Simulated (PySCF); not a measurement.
A GIAO shielding run with PySCF (density fitting, non-relativistic, gas phase) on SMILES CCCC1([O-])CC1, [C6H11O]-:

```
$ OMP_NUM_THREADS=1 python probes_run.py task.json out

{"job": {"kind": "nmr", "xc": "PBE0", "basis": "pcSseg-1"}, "charge": -1, "multiplicity": 1}
C     -2.662825     0.085211    -0.362873
C     -1.322083    -0.455469     0.124418
C     -0.194061     0.563231     0.034775
C      1.081954    -0.011623     0.730528
O      0.954669    -0.333660     1.974985
C      1.952604    -0.803825    -0.265328
C      2.367071     0.598359     0.139221
H     -3.447735    -0.667882    -0.275168
H     -2.956870     0.955514     0.222524
H     -2.595755     0.387809    -1.408670
H     -1.049416    -1.338959    -0.459515
H     -1.391251    -0.759377     1.170757
H     -0.488476     1.472665     0.568803
H      0.006368     0.825697    -1.009074
H      2.559352    -1.617214     0.113719
H      1.626102    -0.952644    -1.290884
H      3.238331     0.681747     0.777237
H      2.313262     1.376737    -0.617107
```

Hardware: 1 thread of an Intel Xeon Platinum 8488C, shared host. The job also computes population analyses, field gradients, ring-centre shieldings.

**Question.** How large is the calculation?

**Answer.** 56 electrons, 174 basis functions and 897 auxiliary functions.

**Question.** How long does it take, and how much memory does it need?

**Answer.** 23 s of wall time, with 15 SCF cycles and 5 response iterations; peak memory 0.8 GiB. Times on a shared host scatter by some tens of per cent.
